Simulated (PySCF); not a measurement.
Species: C6H9Br.
SMILES with atom numbers: `[CH3:1][C@@:2]1([Br:3])[CH2:4][C@H:5]2[CH2:6][C@@H:7]12` (hydrogens: H8, H9, H10 on C1; H11, H12 on C4; H13 on C5; H14, H15 on C6; H16 on C7)

All values: B3LYP/def2-SVPD (PySCF, non-relativistic), on one gas-phase PBE0-D3(BJ)/def2-SVP geometry that isn't relaxed in the solvent. The solvent is an IEF-PCM continuum (Bondi radii, 1.10 Å for H, scaled by 1.2), and excitations are vertical TDDFT with non-equilibrium linear response and a frozen core. The model holds no explicit solvent molecules, cavitation or dispersion. Spin–orbit coupling is left out although an atom past zinc is present.

Gas-phase singlets (H = HOMO, L = LUMO):

```
state  E (eV)  λ (nm)      f  leading configurations
   S1   5.698     218  0.001                 H→L 98%
   S2   5.802     214  0.002               H-1→L 98%
   S3   6.285     197  0.003               H-2→L 98%
   S4   7.015     177  0.047               H→L+1 94%
   S5   7.044     176  0.109               H-3→L 91%
```

Task: What are the lowest 5 singlets in chloroform (ε = 4.711)?

Result: 
```tsv
state	E (eV)	λ (nm)	f	leading configurations	change by rank (eV)
S1	5.700	218	0.002	H→L 96%	+0.002
S2	5.879	211	0.005	H-1→L 97%	+0.077
S3	6.193	200	0.004	H-2→L 96%	-0.092
S4	6.873	180	0.155	H-3→L 95%	-0.142
S5	7.064	176	0.076	H→L+1 96%	+0.020
```

Task: What are the lowest 5 singlets in acetone (ε = 20.49)?

Result: 
| state | E (eV) | λ (nm) | f | leading configurations | change by rank (eV) |
| --- | --- | --- | --- | --- | --- |
| S1 | 5.691 | 218 | 0.002 | H→L 96% | -0.007 |
| S2 | 5.909 | 210 | 0.006 | H-1→L 96% | +0.107 |
| S3 | 6.179 | 201 | 0.004 | H-2→L 96% | -0.106 |
| S4 | 6.832 | 181 | 0.142 | H-3→L 94% | -0.183 |
| S5 | 7.066 | 175 | 0.068 | H→L+1 96% | +0.022 |

Task: The ground-state energy changes by -0.124 eV from gas to acetone. By how much does the total energy of gas-phase S5 change?

Result: E(S5) = E(S0) + excitation energy, so it changes by -0.124 − 0.212 = -0.336 eV: it is lowered more than the ground state, which is what a red shift means. This is the vertical state, with the slow part of the continuum still set for S0.

Task: How do the frontier levels move from gas to acetone?

Result: 
```json
{"orbital": "LUMO+2", "gas (eV)": "0.84", "solvent (eV)": "1.01", "change (eV)": "+0.17", "Löwdin shares, gas": "H13 19 %, C5 16 %, Br3 16 %, C1 7 %", "Löwdin shares, solvent": "Br3 31 %, H13 13 %, C5 10 %, C1 8 %"}
{"orbital": "LUMO+1", "gas (eV)": "0.45", "solvent (eV)": "0.55", "change (eV)": "+0.10", "Löwdin shares, gas": "C1 14 %, Br3 13 %, C6 11 %, H10 9 %", "Löwdin shares, solvent": "Br3 36 %, C1 11 %, C4 6 %, C7 6 %"}
{"orbital": "LUMO", "gas (eV)": "-0.49", "solvent (eV)": "-0.53", "change (eV)": "-0.04", "Löwdin shares, gas": "Br3 52 %, C2 26 %", "Löwdin shares, solvent": "Br3 54 %, C2 27 %"}
{"orbital": "HOMO", "gas (eV)": "-7.35", "solvent (eV)": "-7.35", "change (eV)": "0.00", "Löwdin shares, gas": "Br3 57 %, C7 10 %, C2 8 %, C4 8 %", "Löwdin shares, solvent": "Br3 26 %, C7 20 %, C5 17 %, C4 9 %"}
{"orbital": "HOMO-1", "gas (eV)": "-7.48", "solvent (eV)": "-7.62", "change (eV)": "-0.14", "Löwdin shares, gas": "Br3 76 %, C2 7 %, C7 4 %", "Löwdin shares, solvent": "Br3 66 %, C6 8 %, C7 7 %, C2 7 %"}
{"orbital": "HOMO-2", "gas (eV)": "-7.85", "solvent (eV)": "-7.83", "change (eV)": "+0.02", "Löwdin shares, gas": "Br3 25 %, C5 24 %, C7 22 %, C6 8 %", "Löwdin shares, solvent": "Br3 55 %, C5 13 %, C7 11 %, C2 6 %"}
{"orbital": "HOMO-3", "gas (eV)": "-8.34", "solvent (eV)": "-8.22", "change (eV)": "+0.12", "Löwdin shares, gas": "C6 26 %, Br3 19 %, C5 13 %, C7 13 %", "Löwdin shares, solvent": "Br3 24 %, C6 24 %, C5 12 %, C7 11 %"}
```

The HOMO–LUMO gap goes from 6.86 to 6.82 eV. Rows go by rank; for HOMO-2, HOMO-1, HOMO and LUMO+1 the atom shares or the degeneracy differ between the runs, so the row needn't follow one orbital.
